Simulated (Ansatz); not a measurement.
Clusters of 9 atoms, hydroxo: binding per atom (eV) at several levels, gas phase, relaxed structures; Ansatz. Clusters are the lowest isomers that short searches found in that spin, judged at the geometry's level. Core potentials for Hf, Sn, Zr in the def2 sets, no spin–orbit coupling. Binding counts from free atoms in the multiplicity of their measured ground term, without zero-point energy. A dash marks a value that wasn't run or was left out as unsound. The structures are stationary points that may keep the symmetry of their start. Remarks come from the PBE and PBE0 runs and from stability tests at other levels; not every state was tested.

```
                  species    state            geometry  PBE-D4/def2-SVP  PBE0-D4/def2-SVP  PBE0-D4/def2-TZVP  PBE0-D4/def2-TZVPD                        remarks
                   GeO4H4  singlet     PBE-D4/def2-SVP             3.52              3.33               3.34                3.35                              –
                   SiO4H4  singlet  r2SCAN-D4/def2-SVP             3.70              3.52               3.57                3.58  restricted SCF unstable in HF
                  Zr2O5H2  singlet   B3LYP-D4/def2-SVP                –              5.20               5.14                5.14                              –
                  Ti2O5H2  singlet     PBE-D4/def2-SVP             5.33              4.81               4.79                4.80                              –
ZrO4H4 (with an O–O bond)  singlet     PBE-D4/def2-SVP                –              3.93               3.89                3.90                              –
SnO4H4 (with an O–O bond)  singlet   B3LYP-D4/def2-SVP             3.14              2.92               2.96                2.97                              –
```

Task: Estimate the rows for Hf2O5H2 (with an O–O bond) (singlet, r2SCAN-D4/def2-SVP geometry); TiO4H4 (with an O–O bond) (singlet, PBE-D4/def2-SVP geometry); HfO4H4 (with an O–O bond) (singlet, r2SCAN-D4/def2-SVP geometry).

Result: 
```
                   species    state            geometry  PBE-D4/def2-SVP  PBE0-D4/def2-SVP  PBE0-D4/def2-TZVP  PBE0-D4/def2-TZVPD
Hf2O5H2 (with an O–O bond)  singlet  r2SCAN-D4/def2-SVP             5.08              4.77               4.78                4.79
 TiO4H4 (with an O–O bond)  singlet     PBE-D4/def2-SVP             4.00              3.67               3.67                3.67
 HfO4H4 (with an O–O bond)  singlet  r2SCAN-D4/def2-SVP             4.13              3.92               3.92                3.92
```
